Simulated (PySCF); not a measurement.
Deuteron quadrupole couplings in `C=C(C=C(C)C)C[SiH3]`

Species: C₇H₁₄Si.
Structure used (GFN2-xTB), in Å, numbered top down from 1:
```
atom  x, y, z in Å
C1     0.3992   -0.3962    1.7051
C2    -0.2303   -0.5528    0.5433
C3     0.1602    0.1448   -0.6810
C4     0.4837    1.4302   -0.8208
C5     0.4663    2.4345    0.2910
C6     0.8689    1.9916   -2.1575
C7    -1.3567   -1.5286    0.3869
Si8   -0.7691   -3.1922   -0.3411
H9     0.0960   -0.9402    2.5848
H10    1.2512    0.2509    1.8129
H11    0.1346   -0.4771   -1.5688
H12    0.0612    3.3798   -0.0687
H13    1.4789    2.6255    0.6478
H14   -0.1313    2.0842    1.1285
H15    0.1200    2.7073   -2.4982
H16    0.9649    1.2080   -2.9048
H17    1.8185    2.5206   -2.0811
H18   -1.8145   -1.7145    1.3597
H19   -2.1258   -1.1021   -0.2599
H20   -1.9006   -4.1232   -0.3310
H21    0.3286   -3.7169    0.4709
H22   -0.3141   -3.0139   -1.7223
```

Level: PBE0/pcSseg-1 (PySCF, non-relativistic); Q(2H) = 0.00286 b; rigid geometry, the same for H and D, with no vibrational averaging.

Task: Rank these positions by the coupling χzz of a deuteron there, largest first.
A. H11 (vinylic hydrogen)
B. H9 (vinylic hydrogen)
C. H22 (Si–H hydrogen)
D. H15 (methyl hydrogen)

Result: B (227 kHz), A (215 kHz), D (209 kHz), C (109 kHz).

Task: Give the electric field gradient Vzz (the principal value of largest size), its asymmetry and the 2H coupling at each hydrogen.

Result: 
```
atom  bonded to  bond length (Å)  Vzz (au)     η  χzz (kHz)
  H9         C1            1.078    0.3374  0.07        227
 H10         C1            1.075    0.3412  0.06        229
 H11         C3            1.084    0.3194  0.10        215
 H12         C5            1.090    0.3111  0.03        209
 H13         C5            1.090    0.3118  0.01        209
 H14         C5            1.087    0.3104  0.01        209
 H15         C6            1.091    0.3103  0.02        209
 H16         C6            1.087    0.3153  0.03        212
 H17         C6            1.090    0.3111  0.03        209
 H18         C7            1.091    0.3114  0.04        209
 H19         C7            1.092    0.3098  0.04        208
 H20        Si8            1.465    0.1618  0.01        109
 H21        Si8            1.463    0.1635  0.01        110
 H22        Si8            1.465    0.1620  0.02        109
```

Task: Average by the element that carries the hydrogen.

Result: on C: 213 kHz over 11 positions, mean bond length 1.087 Å; on Si: 109 kHz over 3 positions, mean bond length 1.464 Å.

Task: How does χzz go with the bond length over the 11 C–H bonds?

Result: A straight-line fit has a slope of -13.3 kHz for each 0.01 Å, with a correlation coefficient of -0.97, over lengths from 1.075 to 1.092 Å. The longer bonds have the smaller couplings here.

Task: Give the 2H NMR doublet splittings at H12 for a magnetic field along the z, y and x axes of the gradient: 3χ/2, 3χ(1 + η)/4, 3χ(1 − η)/4.

Result: With |χ| = 209.1 kHz and η = 0.031: 314, 162 and 152 kHz, to first order and without motion.

Isolated species at its GFN2-xTB geometry (one conformer only). GFN2-xTB bond lengths can be off by several hundredths of an ångström, more for odd bonds, and the gradients follow them. These gradients aren't converged with respect to the basis.
